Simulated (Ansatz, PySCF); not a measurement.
Reaction (SMILES): CC (C2H6) [ethane] → 2 [CH3] (CH3) (the C-C bond at the site shown breaks; other sites are not compared here)
Structures are relaxed separately at B3LYP-D3(BJ)/def2-TZVP in Ansatz (a first-principles code).

Wanted: bond dissociation energy (0 K, with B3LYP-D3(BJ) harmonic zero-point energies from PySCF), in eV. Correlated levels leave the core frozen unless marked. UHF or UKS for open shells. Spin-orbit coupling is left out. Non-relativistic. CBS marks a two-point X^-3 extrapolation of the correlation energy; Hartree-Fock from the larger set. [CCSD(T)-MP2]/basis is that difference in the basis named.

```json
[
 {"level": "HF/6-31G*", "program": "Ansatz", "bond dissociation energy (eV)": "2.61"}
]
```

Q: Estimate the value at RI-MP2/CBS(def2-TZVPPD,def2-QZVPPD)+[CCSD(T)-MP2]/def2-TZVPPD as computed with Ansatz.

A: 3.81 eV
